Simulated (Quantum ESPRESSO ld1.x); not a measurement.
Problem. Coherent X-ray form factor from a spherical all-electron density. Calculated with ld1.x of Quantum ESPRESSO 7.5: Dirac Kohn-Sham, HCTH/120, spin-unpolarised, spherical densities, point nucleus.

sin(theta)/lambda (1/angstrom)  f0 (electrons)
0.05                                    72.242
0.1                                     70.139
0.15                                    67.106
0.2                                     63.595
0.25                                    59.954
0.3                                     56.397
0.4                                     49.905
0.5                                     44.367
0.6                                     39.657
0.8                                     32.040
1                                       26.218
1.25                                    21.062
1.5                                     17.780
2                                       14.060

The species is in the configuration that NIST lists as its ground one. Which atom or ion scatters so?

Solution. The rhenium ion Re2+, [Xe] 4f14 5d5. Extrapolating in s^2 from the first two rows gives f0(0) = 72.9, near the electron count 73; among species with that count, the fall with angle is slower the higher Z, and the table is that of Z = 75; from so few rows the species is fixed only to a neighbour or two.
